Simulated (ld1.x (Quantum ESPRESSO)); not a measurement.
Pseudopotential generation for phosphorus (P): TM, PW91, non-relativistic.

```
Element                 : P (Z = 15)
Generator               : ld1.x (Quantum ESPRESSO) 7.5
Type                    : norm-conserving Troullier–Martins (Kleinman–Bylander form)
Functional              : PW91
Relativity              : non-relativistic
Frozen core             : [Ne]
Valence charge          : 5
Reference configuration : 3s2 3p3
Partial waves           : 3s (bound): rc 1.35 bohr; 3p (bound): rc 2.05 bohr
Local potential         : all-electron potential smoothed inside 1.90 bohr (lloc = -2)
Core correction         : a·sin(br)/r model core inside 0.84 bohr
```

All-electron outer shells of the reference configuration (PW91, non-relativistic, ld1.x):

| shell | level (eV) | outermost node (bohr) | outermost maximum (bohr) |
| --- | --- | --- | --- |
| 2p | -124.69 | – | 0.36 |
| 3s | -13.94 | 0.66 | 1.58 |
| 3p | -5.56 | 0.64 | 1.83 |

(1) Estimate the cutoffs (Ry, on a coarse ladder) from which the occupation-weighted sum of valence levels, in a spherical-Bessel basis at the reference potential, stays within 10 and 1 mRy of its value at 400 Ry.

(2) Does the potential have ghost states?

(3) Which valence shell sets the plane-wave cutoff?

(4) Tests: 3s2 3p2; 3s2 3p1; 3s2 3p0; 3s1 3p3; 3s0 3p5; 3s2 3p3.3; 3s1 3p4. Which has the largest error in its energy relative to the reference configuration, and how large is it?

Results:

(1) 35 Ry and 70 Ry.

(2) No extra level below or beside the all-electron valence levels (s, p, d, f tested).

(3) 3s: its level needs 50 Ry to come within 1 mRy, against 12 Ry for 3p.

(4) 3s2 3p0, with +60 meV (all-electron minus pseudo) on +58.84 eV.
